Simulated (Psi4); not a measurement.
Interaction energy of AlCl3 ··· H4OSi (SMILES [Cl][Al]([Cl])[Cl] and O[SiH3]), singlet. Monomers: optimised at B3LYP-D3(BJ) (def2-TZVP), held rigid. Orientation: lowest of the rigid-body minima from ten starts at GFN2-xTB (searched outside a hard wall at short contacts). R is the distance of the centres of mass, along which the second monomer moves. The shortest distances reach bonding range, where SAPT0 and rigid monomers are unreliable.

Method: SAPT0/jun-cc-pVDZ, frozen core (Psi4).

Components in kJ/mol:

```json
[
 {"R / Å": "2.82", "electrostatics": "-284.59", "exchange": "372.88", "induction": "-115.44", "dispersion": "-47.03", "total": "-74.19"},
 {"R / Å": "2.98", "electrostatics": "-202.11", "exchange": "238.45", "induction": "-85.26", "dispersion": "-36.82", "total": "-85.75"},
 {"R / Å": "3.19", "electrostatics": "-131.20", "exchange": "131.98", "induction": "-53.97", "dispersion": "-26.69", "total": "-79.88"},
 {"R / Å": "3.35", "electrostatics": "-95.95", "exchange": "83.77", "induction": "-36.83", "dispersion": "-20.88", "total": "-69.90"},
 {"R / Å": "3.62", "electrostatics": "-58.58", "exchange": "38.58", "induction": "-18.65", "dispersion": "-13.82", "total": "-52.47"},
 {"R / Å": "3.86", "electrostatics": "-39.18", "exchange": "19.17", "induction": "-10.09", "dispersion": "-9.61", "total": "-39.71"},
 {"R / Å": "4.23", "electrostatics": "-22.41", "exchange": "6.36", "induction": "-4.03", "dispersion": "-5.59", "total": "-25.67"},
 {"R / Å": "4.72", "electrostatics": "-11.84", "exchange": "1.38", "induction": "-1.33", "dispersion": "-2.84", "total": "-14.63"},
 {"R / Å": "5.38", "electrostatics": "-5.77", "exchange": "0.16", "induction": "-0.38", "dispersion": "-1.25", "total": "-7.24"},
 {"R / Å": "6.37", "electrostatics": "-2.37", "exchange": "0.01", "induction": "-0.09", "dispersion": "-0.43", "total": "-2.89"},
 {"R / Å": "7.68", "electrostatics": "-0.91", "exchange": "0.00", "induction": "-0.02", "dispersion": "-0.14", "total": "-1.07"}
]
```
